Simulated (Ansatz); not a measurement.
Geometry optimisation, RKS r2SCAN-D4/def2-SVP (Ansatz).

Input:

```yaml
crystal:
  periodic: [false, false, false]
  atoms:
    - { symbol: O, position_ang: [-1.0755, -2.0864, 0.6729] }
    - { symbol: C, position_ang: [0.1863, -1.8093, 0.1575] }
    - { symbol: C, position_ang: [0.5091, -0.3259, 0.2891] }
    - { symbol: O, position_ang: [-0.3271, 0.4368, -0.4681] }
    - { symbol: Si, position_ang: [-0.2269, 2.0744, -0.5269] }
    - { symbol: H, position_ang: [-1.687, -1.3482, 0.2375] }
    - { symbol: H, position_ang: [0.2284, -2.1079, -0.8892] }
    - { symbol: H, position_ang: [0.9297, -2.4142, 0.7118] }
    - { symbol: H, position_ang: [0.4734, -0.0204, 1.401] }
    - { symbol: H, position_ang: [1.5642, -0.156, -0.0385] }
    - { symbol: H, position_ang: [-1.3109, 2.6664, -1.3277] }
    - { symbol: H, position_ang: [1.1201, 2.4168, -1.0607] }
    - { symbol: H, position_ang: [-0.3633, 2.6392, 0.8561] }
basis:
  gaussian: { orbitals: def2-SVP }
hamiltonian:
  xc: r2scan
  dispersion: d4
relax:
  f_tol: 0.015
  max_steps: 40
output:
  orbitals: {}
```

Run as:

```bash
$ ansatz run input.yaml --threads 2 --pin off --max-ram 3072MiB --backend cpu --events-out ev --progress --plain --runs-dir out
```

**Question.** Where does it end, and by what steps?

**Answer.** It converged. After 7 steps the energy has fallen by 0.341 eV; H11 moved furthest, 0.15 Å.

```csv
step,energy less start (eV),largest force component (eV/Å),accepted
0,0.0000,2.494,yes
1,-0.2869,1.016,yes
2,-0.3343,0.396,yes
3,-0.3400,0.084,yes
4,-0.3407,0.020,yes
5,-0.3408,0.023,yes
6,-0.3409,0.019,yes
7,-0.3410,0.013,yes
```

```xyz
13
Properties=species:S:1:pos:R:3
O -1.150 -1.984 0.624
C 0.166 -1.807 0.169
C 0.601 -0.364 0.318
O -0.325 0.427 -0.420
Si -0.241 2.094 -0.491
H -1.667 -1.298 0.175
H 0.283 -2.102 -0.897
H 0.825 -2.457 0.768
H 0.577 -0.076 1.388
H 1.633 -0.222 -0.060
H -1.375 2.530 -1.348
H 1.058 2.533 -1.087
H -0.365 2.692 0.875
```

Whether the end is a true minimum wasn't checked by a vibrational analysis.

Time of the run: 40 s on 2 threads of Arm Neoverse V1, with other jobs on the host, peak memory 0.17 GiB.
